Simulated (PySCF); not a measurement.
Input file for PySCF: R-MP2/6-31G* on FH3OSi (SMILES O[SiH2]F), a point of a torsion scan.

```python
from pyscf import gto, scf, dft, mp
from pyscf.data.elements import chemcore

mol = gto.M(
    atom='''
    O     1.14807849   -0.04141567   -0.45369335
    Si   -0.40507273   -0.10241362   -0.02608956
    F    -0.81617444    1.32982195    0.58519196
    H     1.85788994    0.14006397    0.15667184
    H    -0.67136752   -1.03346887    1.05605895
    H    -1.10174985   -0.26588017   -1.28014437
    ''',
    basis='6-31g*',
    cart=True,
    charge=0, spin=0, verbose=3, max_memory=1800)
mf = scf.RHF(mol)
mf.conv_tol = 1e-8
mf.max_cycle = 100
mf.kernel()
if not mf.converged:
    mf = mf.newton().run(mf.mo_coeff, mf.mo_occ)
pt = mp.MP2(mf, frozen=chemcore(mol)).run()
```

Program output:

```
converged SCF energy = -465.063232876137
E(RMP2) = -465.493877016427  E_corr = -0.430644140289575
E(SCS-RMP2) = -465.482570670549  E_corr = -0.419337794412124
```

The calculation finished and met its thresholds.

Cost: very roughly 0.5 core-seconds.
